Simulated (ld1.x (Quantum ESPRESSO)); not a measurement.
**zinc (Zn): one change to a PAW potential, before and after**

- Element: zinc (Zn)
- Generator: ld1.x (Quantum ESPRESSO) 7.5
- Type: PAW
- Functional: PBE
- Relativity: scalar-relativistic
- Frozen core: [Ar]
- Valence charge: 12
- Reference configuration: 3d10 4s1.5 4p0.5
- Partial waves: 4s (bound): rcut 2.00, rcutus 2.40 bohr; 4s channel at 2.5 Ry: rcut 2.00, rcutus 2.40 bohr; 4p (bound): rcut 2.00, rcutus 2.70 bohr; 4p channel at 0.4 Ry: rcut 2.00, rcutus 2.70 bohr; 3d (bound): rcut 0.75, rcutus 0.80 bohr; 3d channel at -0.5 Ry: rcut 0.75, rcutus 0.80 bohr
- Local potential: all-electron potential smoothed inside 1.45 bohr (lloc = -1)
- Core correction: Bessel-smoothed model core inside 0.65 bohr
- Augmentation charge: PSQ, inside the norm-conserving radii

Change: waves 3d (bound): rcut 0.75, rcutus 0.94 bohr; 3d channel at -0.5 Ry: rcut 0.75, rcutus 0.94 bohr.

Cutoffs: the cutoffs (Ry, on a coarse ladder) from which the occupation-weighted sum of valence levels, in a spherical-Bessel basis at the reference potential, stays within 10 and 1 mRy of its value at 400 Ry; they do not see the model core or the augmentation charge, which bear on the density cutoff. Errors are all-electron minus pseudo energies relative to the spin-unpolarised reference configuration.

What does the change do?

The potential gets softer (260 Ry and 300 Ry → 180 Ry and 260 Ry); the errors of the 7 common tests hardly move; neither file shows a bound ghost. A larger radius leaves more room for a smooth pseudo-wave, so fewer plane waves are needed.

| quantity | base | changed |
| --- | --- | --- |
| cutoff, loose | 260 Ry | 180 Ry |
| cutoff, tight | 300 Ry | 260 Ry |
| loose cutoff by channel (10 mRy a level) | s 6 Ry, p 6 Ry, d 160 Ry | s 6 Ry, p 6 Ry, d 110 Ry |
| bound ghosts | none | none |
| error for 3d10 4s2 4p0, meV [ΔE -2.49 eV] | +0.3 | +0.3 |
| error for 3d10 4s1 4p0, meV [ΔE 7.40 eV] | -0.8 | -0.7 |
| error for 3d10 4s0 4p0, meV [ΔE 25.84 eV] | -8.4 | -7.9 |
| error for 3d9 4s0 4p0, meV [ΔE 66.38 eV] | -166 | -167 |
| error for 3d10 4s0 4p1, meV [ΔE 13.73 eV] | -4.0 | -3.7 |
| error for 3d10 4s0 4p2, meV [ΔE 8.07 eV] | -2.4 | -2.3 |
| error for 3d9 4s2 4p0, meV [ΔE 15.41 eV] | -71 | -78 |
| s: phases at 2.94 bohr within 0.05 rad from the reference energy up to (Ry; the scan ends near 5) | 2.9 | 2.9 |
| p: phases at 2.94 bohr within 0.05 rad from the reference energy up to (Ry; the scan ends near 5) | 2.9 | 2.9 |
| d: phases at 2.94 bohr within 0.05 rad from the reference energy up to (Ry; the scan ends near 5) | to the end of the scan | to the end of the scan |
| lowest overlap eigenvalue by channel | s 0.49, p 0.60, d 0.99 | s 0.49, p 0.60, d 0.98 |
